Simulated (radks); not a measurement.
Ga, configuration [Ar] 3d10 4s1 4p2 (not the ground configuration). Calculated with a radial shooting solver on a logarithmic mesh with Libxc functionals: scalar-relativistic Kohn-Sham, BLYP, spin-polarised, spherical densities, point nucleus; open shells are filled with parallel spins first.

X-ray form factor f0, the Fourier transform of the density (f0(0) = 31):

sin(theta)/lambda (1/angstrom),f0 (electrons)
0.05,30.278
0.1,28.594
0.15,26.672
0.2,24.821
0.25,23.072
0.3,21.394
0.4,18.225
0.5,15.391
0.6,13.005
0.8,9.637
1,7.728
1.25,6.441
1.5,5.620
2,4.250
